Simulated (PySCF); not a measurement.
Correlation energy of Fe (iron, neutral)

[Ar] 3d6 4s2, high-spin 5D determinant. All numbers are calculated (PySCF 2.14, the spin-free X2C one-electron Hamiltonian (Gaussian nucleus), in x2c-QZVPPall (11s7p5d4f2g, 103 functions)). Frozen: [Ar]; 8 electrons correlated.

```json
{"level": "CCSD", "correlation energy (mhartree)": "-201.67"}
{"level": "(T)", "correlation energy (mhartree)": "-7.47"}
{"level": "CCSD(T)", "correlation energy (mhartree)": "-209.14"}
```

Diagnostics: T1 = 0.024, D1 = 0.0743, largest double amplitude 0.068.

**Question.** Is a single reference adequate?

**Answer.** Yes: T1 lies below 0.03 and no double amplitude reaches 0.07.
